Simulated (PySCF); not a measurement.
Species: CFN2O2S (charge -1).
SMILES: `N#C[N-]S(=O)(=O)F`

Torsions of this conformer, `[N:1]#[C:2][N-:3][S:4](=[O:5])(=[O:6])[F:7]`: C2–N3–S4–O5 32°.

The closed-shell ground state was solved at several levels (PySCF, density fitting, gas phase, non-relativistic). The structure is a single PBE0-D3(BJ)/def2-SVP conformer in the gas phase; no vibrational or solvent corrections. No diffuse functions stand in pcSseg-1 and pcSseg-2, which bears on an anion's orbital energies.

| level | basis functions | HOMO (eV) | LUMO (eV) | gap (eV) |
| --- | --- | --- | --- | --- |
| PBE0/pcSseg-1 | 126 | -3.01 | 5.07 | 8.08 |
| CAM-B3LYP/pcSseg-2 | 259 | -4.60 | 5.96 | 10.56 |

Problem. What might CAM-B3LYP/def2-SVPD (156 basis functions) give for the same quantities?

Solution. HOMO -4.62 eV, LUMO 4.53 eV, gap 9.15 eV.

Problem. Over all these levels, which gives the widest orbital gap and which the narrowest?

Solution. CAM-B3LYP/pcSseg-2 (range-separated hybrid) has the widest, 10.56 eV, and PBE0/pcSseg-1 (global hybrid, 25 % exact exchange) the narrowest, 8.08 eV. Functional and basis both differ between the two, so the spread mixes both effects.
